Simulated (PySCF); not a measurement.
**Static response to an electric field**

Compound: C5H10N2Si.
Cartesian coordinates in Å at the GFN2-xTB level; atoms count from 1:
```xyz
18
C5H10N2Si angstrom
C     -3.223   -0.092    0.379
C     -1.958   -0.434    0.222
C     -0.850    0.539   -0.031
C     -0.290    0.383   -1.436
N      0.946    0.104   -1.467
N      1.459    0.024   -0.226
Si     3.120   -0.412   -0.014
C      0.424    0.263    0.788
H     -3.996   -0.823    0.541
H     -3.538    0.939    0.353
H     -1.661   -1.475    0.245
H     -1.221    1.559    0.112
H     -0.870    0.491   -2.332
H      3.346   -1.795   -0.442
H      3.337   -0.273    1.427
H      3.939    0.516   -0.790
H      0.710    1.110    1.414
H      0.315   -0.619    1.425
```

Level: PBE0/def2-SVPD (PySCF), static field, nuclei fixed, core orbitals frozen in the response. The polarisability tensor in these axes (au):

```
x   140.10  -7.56   0.14
y    -7.56  78.64  -1.45
z     0.14  -1.45  86.23
```

Task: Give the principal values, the mean and the anisotropy Δα = √{½[(α1 − α2)² + (α2 − α3)² + (α1 − α3)²]}.

Result: Principal values 77.49, 86.46 and 141.02 au; mean 101.66 au = 15.06 Å³ = 16.76 × 10⁻⁴⁰ C²·m²/J; Δα = 59.55 au (59 % of the mean).

Task: What is the dipole moment, and where does it point?

Result: (-1.13, 0.36, 1.65) D, 2.03 D in size, pointing from the negative to the positive side. Measured along this direction, the outermost atoms are H16 at the negative end and H9 and H10 at the positive end.

Task: In TDDFT the mean static polarisability is Σ f/ω² over all singlet excitations (ω in hartree). How much of it do the 8 lowest give? Their energies (eV) and oscillator strengths: 4.70, 0.1057; 5.24, 0.0048; 5.73, 0.1113; 5.89, 0.0502; 5.92, 0.0172; 6.12, 0.0078; 6.37, 0.0072; 6.44, 0.0050.

Result: They add up to 7.99 au, 7.9 % of the 101.66 au; the largest single term is 3.55 au, from the state at 4.70 eV. Terms in order: 3.55, 0.13, 2.51, 1.07, 0.36, 0.15, 0.13, 0.09 au. Higher excitations give the rest. The strengths listed sum to 0.309.

Task: What depolarisation ratio follows for Rayleigh scattering of linearly polarised light, taking the static tensor?

Result: ρ = 3Δα²/(45ᾱ² + 4Δα²) = 10639.3/(465029 + 14185.7) = 0.0222.

Task: Directions of the eigenvectors, and the extent of the frame along each?

Result: Largest value along (0.99, -0.12, 0.01), where the nuclei span 7.71 Å; middle along (-0.02, -0.16, 0.99), 3.85 Å; least along (0.12, 0.98, 0.16), 3.00 Å. The response follows the extents in order.

Task: Refractivity n − 1 of an ideal gas of it at 400 K and 1 atm, from the electronic α?

Result: N = p/kT = 1.8347 × 10¹⁹ cm⁻³, so n − 1 = 2π × N × 15.06 × 10⁻²⁴ cm³ = 1737 × 10⁻⁶ at long wavelengths, for an ideal gas.

Task: Traceless (Buckingham) quadrupole moment about the centre of nuclear charge: eigenvalues?

Result: -6.32, 1.01, 5.31 D·Å. The values depend on the origin, since the dipole doesn't vanish. The electronic extent ⟨r²⟩ about the same centre is 1459 bohr², a root-mean-square distance of 2.45 Å for the 68 electrons.

Isolated species at its GFN2-xTB geometry (one conformer only). GFN2-xTB frequencies show an imaginary mode (81i cm⁻¹), so this geometry is no minimum at that level.
